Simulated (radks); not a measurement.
Problem. Species: the praseodymium ion Pr+. Configuration: [Xe] 4f3 6s1. Calculated with a radial shooting solver on a logarithmic mesh with Libxc functionals: scalar-relativistic Kohn-Sham, LDA (Slater exchange, Perdew-Wang correlation), spin-unpolarised, spherical densities, finite nucleus; Fermi nuclear charge, rms radius 4.8919 fm. Some entries of the table are withheld. Estimate them.

orbital  occ.  eigenvalue (hartree)  <r^2> (bohr^2)
1s          2             -1535.232       0.0007908
2s          2                   (1)         0.01255
2p          6             -221.3452         0.01001
3s          2                   (2)             (3)
3p          6             -45.28691         0.08493
3d         10             -33.74688         0.07224
4s          2             -10.78604          0.4379
4p          6              -8.10656          0.4954
4d         10              -4.27253          0.6152
5s          2              -1.65626           2.549
5p          6              -1.00904           3.531
6s          1                   (4)           18.19
4f          3              -0.26811           1.926

Solution. 
(1) 2s eigenvalue (hartree): -247.2070
(2) 3s eigenvalue (hartree): -53.48122
(3) 3s <r^2> (bohr^2): 0.08497
(4) 6s eigenvalue (hartree): -0.30607
